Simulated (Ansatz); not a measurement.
CH7MoN3O (`C[O][Mo](=[NH])(=[NH])[NH2]`). Total charge 0; spin multiplicity 1. Correlated methods include outer-core shells of Mo, which these sets cover unevenly. Mo: def2 effective core potential.

Cartesian coordinates in Å:
```
C 1.649 1.092 1.115
O 0.362 0.543 1.211
Mo -0.691 -0.183 -0.172
N -0.399 0.712 -1.626
N -2.341 -0.149 0.351
N -0.218 -2.028 -0.547
H 1.847 1.686 2.013
H 1.744 1.739 0.236
H 2.408 0.304 1.050
H -0.663 1.295 -2.408
H -3.317 0.100 0.284
H -0.724 -2.813 -0.169
H 0.343 -2.299 -1.339
```

(1) Give the diagnostics of a CCSD(T)/def2-TZVPP run (frozen core, Ansatz). (Best estimate.)

Answers

(1) Ansatz gave: T1 = 0.0211, largest single amplitude 0.041, largest double 0.024, (T) share of the correlation energy 5.5 %, 14 CCSD cycles. The RHF solution is stable towards an unrestricted one. T1 lies over the customary mark of 0.02 for closed shells; compounds of d metals often pass it without a breakdown.
